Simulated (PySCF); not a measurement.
C6H4N2, SMILES C#Cc1cncnc1.

The structure is a stationary point at PBE0-D3(BJ)/def2-SVP.

Computed with ωB97X/def2-TZVP (PySCF).

The molecule is in vacuum.

Computed frontier levels, gap, dipole moment:
The highest occupied level comes out as -9.73 eV, the lowest empty level is 0.32 eV and the orbital gap is 10.06 eV. The dipole moment is 1.95 D and the quadrupole, principal values (traceless, Buckingham form, about the centre of nuclear charge) is -4.44, -3.62, 8.06 D·Å.
